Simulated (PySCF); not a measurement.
SMILES BCC=O (PBE0/def2-SVP optimised geometry):

```
9

B      1.426    -0.794     1.157
C      0.754     0.007     0.000
C     -0.744     0.007     0.000
O     -1.426     0.996     0.000
H      2.560    -0.548     1.490
H      0.842    -1.717     1.678
H      1.157     1.015    -0.178
H      1.089    -0.641    -0.845
H     -1.208    -1.015     0.026
```

Computed with PySCF with PBE0/def2-TZVP.

Q: What are the frontier orbital energies and the dipole moment?

A: HOMO-2 -9.85 eV, HOMO-1 -9.73 eV, HOMO -7.51 eV, LUMO -1.76 eV, LUMO+1 -0.63 eV; dipole moment 2.65 D.

Meta-Löwdin charges at PBE0/def2-TZVP: B1 0.03, C2 -0.36, C3 0.30, O4 -0.39, H5 0.02, H6 0.02, H7 0.14, H8 0.17, H9 0.07.
